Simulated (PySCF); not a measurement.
## Fractional electron number in Eu⁺ (europium, charge +1)

The 6s alpha orbital of [Xe] 4f7 6s1 is emptied in steps (occupation f), with all orbitals relaxed, ending at [Xe] 4f7. Calculation: PySCF 2.14, in def2-SVP with the def2 core potential (28 electrons) (10s6p4d3f1g, 78 functions); scalar relativity through the core potential. The exact energy is a straight line in f; departures are measured from the line between the end points of the same method.

```json
{"f": "1", "HSE06 (eV)": "0.000"}
{"f": "0.8", "HSE06 (eV)": "-0.351"}
{"f": "0.6", "HSE06 (eV)": "-0.530"}
{"f": "0.4", "HSE06 (eV)": "-0.537"}
{"f": "0.2", "HSE06 (eV)": "-0.357"}
{"f": "0", "HSE06 (eV)": "0.000"}
```

| method | E(f=0) − E(f=1) (eV) | −ε at f=1 (eV) | −ε at f=0.4 (eV) |
| --- | --- | --- | --- |
| HSE06 | 11.285 | 9.087 | 11.705 |

Orbital energy along the path (eV):

```json
{"f": "1", "HSE06": "-9.087"}
{"f": "0.8", "HSE06": "-9.962"}
{"f": "0.6", "HSE06": "-10.816"}
{"f": "0.4", "HSE06": "-11.705"}
{"f": "0.2", "HSE06": "-12.662"}
{"f": "0", "HSE06": "-13.291"}
```

Reference removal energy between the ground levels: 11.24 ± 0.006 eV (semi-empirical (NIST evaluation); NIST Atomic Spectra Database, ionization energies).
